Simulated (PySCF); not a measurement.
**Telling isomers of C$_{12}$H$_{8}$ apart by NMR**

How the numbers were obtained: shielding tensors at PBE0/pcSseg-1 (GIAO), geometry from GFN2-xTB, in PySCF 2.14.0 with density-fitted response routines (relativity neglected, single conformer, no solvent, rapidly exchanging positions averaged).

Shifts are taken against calculated references (same method and geometry level): 1H (31.72 ppm) and 13C (186.93 ppm) vs TMS. Where no couplings were computed, multiplicities follow the n + 1 count of equivalent neighbours, and m marks all less simple cases (inequivalent or close neighbours, rings, F or P nearby). Shifts are as computed. Against solution values, carbons near 30 ppm lie about +3 ppm off and those near 130 ppm about +5 ppm. Of 1211 compounds with measured shifts, 218 miss one by over three times the rms of a fit or turn the order of signals round; such compounds aren't used in these exercises.

(1) Tabulate the signals of `C#Cc1cccc2c1C=CC2=C`, `C#Cc1ccc2cccccc1-2` and their relative energies.

(2) What is the quickest way to tell C#Cc1cccc2c1C=CC2=C from C#Cc1ccc2cccccc1-2?

Answers

(1) 
| SMILES | carbon types | δC | δH | E rel. (kcal/mol) |
| --- | --- | --- | --- | --- |
| C#Cc1cccc2c1C=CC2=C | 5×C 6×CH 1×CH2 | 155.2, 152.5, 140.7, 140.2, 139.4, 137.1, 130.1, 125.6, 123.9, 118.3, 89.9, 87.1 | 7.85 (d, 1H), 7.77 (d, 1H), 7.49 (d, 1H), 7.40 (m, 1H), 6.72 (d, 1H), 6.51 (br s, 1H), 6.18 (br s, 1H), 2.97 (s, 1H) | 0.0 |
| C#Cc1ccc2cccccc1-2 | 4×C 8×CH | 149.2, 147.6, 146.2, 145.2, 144.6, 144.6, 129.5, 129.0, 122.1, 114.4, 91.3, 84.8 | 9.13 (d, 1H), 8.64 (d, 1H), 8.52 (m, 1H), 8.16 (m, 1H), 7.69 (m, 1H), 7.64 (m, 1H), 7.60 (m, 1H), 3.25 (s, 1H) | 7.1 |

Energies are electronic energies at PBE0/pcSseg-1 on these geometries, without zero-point or thermal terms, each for the one conformer computed, which needn't be the lowest.

(2) Both give the same number of carbon signals, but DEPT or the intensities differ. The first has a terminal =CH2 carbon at 123.9 ppm, the second an aromatic CH at 149.2 ppm. Their most deshielded carbons lie at 155.2 and 149.2 ppm. In the proton spectra the most deshielded non-exchanging signals are 7.85 (d, 1H) and 9.13 (d, 1H).
